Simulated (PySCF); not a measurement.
C5H8O2, charge -1, doublet (typed; the unrestricted solution is spin-contaminated), geometry from GFN2-xTB (a state made from the parent by changing its charge; the spin is typed, not shown lowest) (in this run its highest filled SCF level lies above zero, so its values depend strongly on the basis, on diffuse functions most of all). Base run: PySCF with HF/STO-3G.

Input for PySCF:
```python
from pyscf import gto, scf

mol = gto.Mole()
mol.atom = '''
    C     2.63257487    0.01554614    0.27419668
    C     1.16782289   -0.44807195    0.17520119
    O     0.92078393   -1.69361780    0.29594480
    C     0.24304468    0.58412701   -0.04328949
    C    -1.13138225    0.48646963   -0.17590116
    C    -1.91973971   -0.77115608   -0.11049289
    O    -1.91932665    1.65881157   -0.39654464
    H     2.95390530    0.51297195   -0.64588571
    H     2.77073176    0.71865653    1.10111008
    H     3.27346517   -0.84883088    0.44316284
    H     0.66432513    1.58904443   -0.11743311
    H    -2.65449811   -0.75081861    0.70431814
    H    -2.47152176   -0.95628176   -1.04079690
    H    -1.20883348   -1.57649715    0.05886382
    H    -1.29315508    2.38871685   -0.41682642
'''
mol.basis = 'sto-3g'
mol.charge = -1
mol.spin = 1
mol.verbose = 4
mol.build()

mf = scf.UHF(mol)
mf.kernel()
mo_i, mo_e, stable_i, stable_e = mf.stability(internal=True, external=True, return_status=True, nroots=6, tol=1e-6)
print('internally stable:', stable_i, ' externally stable:', stable_e)
if not stable_i:
    umf = mf.copy()
    umf.scf_summary = {}
    umf.kernel(umf.make_rdm1(mo_i, mf.mo_occ))
```

The bond that is stretched is that between atoms 14 and 6. A test that says stable can miss a lower solution.

Variants of this job, named by their change:

| change | ΔE vs base (kcal/mol) | <S^2> | E after following the instability (Eh) | <S^2> there | stability test says | outcome |
|---|---|---|---|---|---|---|
| base | 0.000 | 0.965 | - | - | stable | converged |
| bond × 1.25 | 26.29 | 0.965 | - | - | stable | converged |
| bond × 1.5 | - | - | - | - | - | not converged |
| bond × 1.8 | 121.8 | 1.000 | -338.97601 | 1.60 | internal instability | converged |
| bond × 2.2 | 158.9 | 0.753 | -338.91025 | 1.47 | internal instability | converged |
| bond × 3.0 | 149.6 | 0.751 | -338.92926 | 1.48 | internal instability | converged |

On stretching, the SCF can end on different states; <S^2> shows the spin contamination of each.
